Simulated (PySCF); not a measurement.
PySCF input (BP86/6-31G* (5d)):

```python
from pyscf import gto, dft

mol = gto.M(
    atom='''
    S     1.63749300   -0.85657000    0.01723100
    B     0.15035000    0.09925500    0.06931400
    S    -0.30613800    1.75408800    0.49482100
    S    -1.37470600   -0.90903700   -0.62550900
    H     2.47409700    0.11623200    0.42400900
    H     0.92844000    2.19233700    0.80380900
    H    -1.14427300   -2.09746600   -0.02354300
    H    -2.31640300   -0.52307700    0.26447400
    ''',
    basis='6-31g*',
    charge=1,
    spin=0,
    verbose=4,
)

mf = dft.RKS(mol, xc='bp86')
mf.grids.level = 3
mf.conv_tol = 1e-9
mf.max_cycle = 100
mf.max_memory = 1500
mf.kernel()
if not mf.converged:
    mf = mf.newton()
    mf.kernel(mf.make_rdm1())
mf.dip_moment()
```

From the output:

```
Set gradient conv threshold to 3.16228e-05
Initial guess from minao.
tot grids = 109920
init E= -1222.30627640132
  HOMO = -0.289549819019614  LUMO = -0.110670204917032  gap/eV = 4.86756
cycle= 1 E= -1221.63569319688  delta_E= 0.671  |g|= 0.219  |ddm|= 2.95
  HOMO = -0.389986024240262  LUMO = -0.277752640465029  gap/eV = 3.05403
cycle= 2 E= -1221.62471848167  delta_E= 0.011  |g|= 0.293  |ddm|= 0.917
  HOMO = -0.421060312331742  LUMO = -0.265023093222791  gap/eV = 4.24599
cycle= 3 E= -1221.6541590774  delta_E= -0.0294  |g|= 0.0763  |ddm|= 0.523
  HOMO = -0.423673573206899  LUMO = -0.271703546348454  gap/eV = 4.13532
cycle= 4 E= -1221.65582526903  delta_E= -0.00167  |g|= 0.0293  |ddm|= 0.126
  HOMO = -0.421529491198723  LUMO = -0.268625060434497  gap/eV = 4.16074
cycle= 5 E= -1221.65611007933  delta_E= -0.000285  |g|= 0.0035  |ddm|= 0.0401
  HOMO = -0.421496951519466  LUMO = -0.268560998718654  gap/eV = 4.16160
cycle= 6 E= -1221.65611411247  delta_E= -4.03e-06  |g|= 0.00104  |ddm|= 0.00588
  HOMO = -0.421504509588215  LUMO = -0.268579499373266  gap/eV = 4.16130
cycle= 7 E= -1221.65611445725  delta_E= -3.45e-07  |g|= 0.000258  |ddm|= 0.00186
  HOMO = -0.421499226669066  LUMO = -0.268577486987223  gap/eV = 4.16121
cycle= 8 E= -1221.656114479  delta_E= -2.18e-08  |g|= 4.61e-05  |ddm|= 0.000488
  HOMO = -0.421498143682405  LUMO = -0.2685791816603  gap/eV = 4.16114
cycle= 9 E= -1221.6561144797  delta_E= -7.01e-10  |g|= 1.12e-05  |ddm|= 0.000102
  HOMO = -0.421499319205846  LUMO = -0.268579097794542  gap/eV = 4.16117
Extra cycle  E= -1221.65611447969  delta_E= 1.5e-11  |g|= 1.29e-05  |ddm|= 5e-05
converged SCF energy = -1221.65611447969

WARN: System has nonzero charge 1; the dipole moment is origin-dependent.
Location of origin: [0. 0. 0.]

Dipole moment(X, Y, Z, Debye): -1.68253, -1.39085,  0.75540
```

The dipole moment of an ion depends on the origin.

The geometry given is a B3LYP-D3(BJ)/def2-TZVP minimum.
